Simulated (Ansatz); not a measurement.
Cd9S8Cl2 was relaxed with PBE-D4 (def2-SVP) in Ansatz in these states: charge +1 doublet, charge -1 doublet, neutral singlet. The geometries follow in no particular order.

In the def2 sets Cd takes a core potential; there is no spin–orbit coupling. Single mean-field runs in def2-SVP are fitted with def2-universal-jkfit.

A:

```
atom   x (Å)   y (Å)   z (Å)
  S1  -3.942   0.867   2.465
  S2  -0.593   3.172   0.573
  S3   2.268  -3.378   0.791
  S4   3.213   0.954  -0.714
  S5  -0.636  -0.790   0.699
  S6  -3.030   1.497  -2.078
  S7   0.459  -1.749  -3.235
  S8   0.335   2.014  -3.936
 Cd9  -2.296  -0.736   2.923
Cd10   0.836  -2.057   2.443
Cd11   1.031   1.325   0.711
Cd12  -2.674   1.426   0.434
Cd13  -0.771   2.894  -1.886
Cd14   3.266  -1.162   0.450
Cd15   0.565  -2.417  -0.894
Cd16   1.816   0.459  -2.727
Cd17  -1.327   0.031  -3.054
Cl18  -0.910  -2.387   4.224
Cl19   2.393   0.036   2.809
```

B:

Cartesian coordinates in Å:
```
S -3.2197 -3.1506 -1.5182
S -1.6394 0.9210 -2.6845
S 0.7012 0.4044 4.0486
S 0.9273 3.1064 0.4502
S -0.4124 -1.0140 0.5385
S 0.9300 -2.0474 -3.3390
S 3.6620 -0.5015 0.4438
S 3.0904 1.1395 -2.9745
Cd -2.7399 -2.3360 0.6438
Cd -1.4102 -0.0820 2.8072
Cd -0.8801 1.4883 -0.3560
Cd -1.3216 -1.7072 -2.1806
Cd 0.7030 0.6294 -3.3973
Cd 0.4336 2.8774 3.0179
Cd 1.7321 -0.4199 1.9496
Cd 2.6832 1.7556 -0.5990
Cd 2.5172 -1.2309 -1.6605
Cl -3.2776 -1.8432 3.0525
Cl -2.4789 2.0107 1.7574
```

C:

```tsv
atom	x (Å)	y (Å)	z (Å)
S1	-4.271	0.138	-1.959
S2	-0.486	-1.929	-2.567
S3	1.655	3.377	1.650
S4	3.308	-0.394	-0.546
S5	-0.931	0.879	0.147
S6	-2.210	-3.186	0.618
S7	1.069	-0.917	3.420
S8	1.465	-4.035	1.200
Cd9	-2.984	2.019	-1.220
Cd10	0.009	3.354	-0.268
Cd11	0.915	-0.115	-1.537
Cd12	-2.528	-1.295	-0.979
Cd13	0.089	-3.515	-0.761
Cd14	2.970	1.903	0.178
Cd15	0.520	1.183	2.303
Cd16	2.483	-1.755	1.375
Cd17	-0.485	-2.498	2.258
Cl18	-2.145	4.345	-1.113
Cl19	1.556	2.441	-2.199
```

**Question.** Judge from the bond lengths which geometry belongs to which state (an estimate).

**Answer.** A is the neutral singlet (Cd11–Cd14 3.354 Å, Cd14–Cl19 2.786 Å, Cd14–Cd15 3.268 Å); B is the charge -1 doublet (Cd11–Cd14 3.878 Å, Cd14–Cl19 3.290 Å, Cd14–Cd15 3.701 Å); C is the charge +1 doublet (Cd11–Cd14 3.352 Å, Cd14–Cl19 2.818 Å, Cd14–Cd15 3.321 Å).

At PBE-D4/def2-SVP the gap within one spin of the relaxed charge 1 doublet nearly closes, so an electron or hole may be smeared out by delocalisation error.
